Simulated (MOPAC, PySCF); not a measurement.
H6B2N2, SMILES `NBNB` (B–N–B–N torsion 180°), neutral singlet in the gas phase. 

Z-matrix (Å, degrees):
```
N
H 1 1.0135
B 1 1.4058 2 116.63
B 1 1.4452 2 117.04 3 -179.97
N 4 1.4006 1 121.36 2 0.03
H 5 1.0048 4 122.12 1 180.00
H 5 1.0073 6 113.37 4 180.00
H 4 1.1937 5 119.62 6 0.00
H 3 1.1949 1 118.72 2 -179.99
H 3 1.1976 9 121.81 1 -179.99
```
Charge 0, multiplicity 1.

All levels are single points at this geometry (r2SCAN-D4/def2-TZVP); Pople sets use spherical d functions. Orbital energies aren't observables, and empty levels follow the basis.

B3LYP/6-31G* in PySCF gives dipole (D) = 3.28.

### Question
Estimate the dipole (D) from each of these levels: PBE-D3(BJ)/def2-TZVP in PySCF; r2SCAN-D4/def2-TZVP in PySCF; B3LYP/6-311+G** in PySCF; BP86/6-31G* in PySCF; M06-2X/6-31G* in PySCF; PBE/6-31G* in PySCF; SVWN5/6-31G* in PySCF; HF/3-21G in PySCF; HF/6-31G* in PySCF; HF/STO-3G in PySCF; AM1 in MOPAC; PM7 in MOPAC.

### Answer

| level | dipole (D) |
|---|---|
| PBE-D3(BJ)/def2-TZVP in PySCF | 3.22 |
| r2SCAN-D4/def2-TZVP in PySCF | 3.10 |
| B3LYP/6-311+G** in PySCF | 2.95 |
| BP86/6-31G* in PySCF | 3.48 |
| M06-2X/6-31G* in PySCF | 3.13 |
| PBE/6-31G* in PySCF | 3.49 |
| SVWN5/6-31G* in PySCF | 3.59 |
| HF/3-21G in PySCF | 3.08 |
| HF/6-31G* in PySCF | 2.77 |
| HF/STO-3G in PySCF | 2.63 |
| AM1 in MOPAC | 2.28 |
| PM7 in MOPAC | 3.33 |
